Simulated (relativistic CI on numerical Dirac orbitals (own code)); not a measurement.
# Hyperfine structure of Tl⁶⁵⁺, mass number 205

Calculated at this level of theory: Dirac-Coulomb-Breit CI, orbitals from a KLI potential per configuration, QED by a radiative potential, unscaled Slater integrals (own radial code, finite nucleus).

Configuration list (outside the closed core [Ne]): 3s2.3p4, 3s2.3p3.3d, 3s.3p5, 3p6, 3s.3p4.3d, 3s.3p3.3d2, 3p5.3d, 3s2.3p2.3d.4p, 3s2.3p3.4s, 3s.3p3.3d.4s, 3p5.4s, 3p5.4p, 3s2.3p2.3d2, 3s2.3p.3d3, 3s.3p2.3d3, 3s2.3p.3d2.4s, 3p4.3d2, 3p3.3d3, 3p3.3d2.4s, 3s2.3p2.3d.4s, 3s.3p2.3d2.4s, 3s2.3p.3d.4s2. Double excitations out of closed p, d and f shells are left out; levels of such configurations are missing from the list, as are those of other unlisted configurations, and high levels can miss mixing partners.

Nuclear spin I = 1/2, μ = 1.632 μN (tables of Stone and Pyykkö). The electronic factors are computed for point nuclear moments, without core polarisation or the Bohr-Weisskopf and QED corrections.

```json
{"Level": "3s2.3p4 3P_2", "E (eV)": "0.000", "A (GHz)": "958.8"}
{"Level": "3s2.3p3.3d 3F°_4", "E (eV)": "390.289", "A (GHz)": "485.4"}
{"Level": "3s2.3p4 3P_1", "E (eV)": "540.081", "A (GHz)": "-1276"}
{"Level": "3s2.3p4 1D_2", "E (eV)": "550.767", "A (GHz)": "3210"}
```

Levels with J = 0, under 50 % of one LS term, or S terms without an open s electron are left out. Small factors come from cancelling terms and can be off by tens of per cent or more.

At this charge energies of transitions that change n are usually good to better than 1 %, and those within a shell (Δn = 0) to a few per cent.

(1) Give the hyperfine levels of 3s2.3p3.3d 3F°_4 relative to its centre of gravity.

Answers

(1) With K = F(F + 1) − I(I + 1) − J(J + 1), E = AK/2: F = 7/2: -1214, F = 9/2: 970.8 GHz.

LS names give the leading component of a level, which can be under half, so a name can repeat, a term be missing and a line seem to break the LS rules.
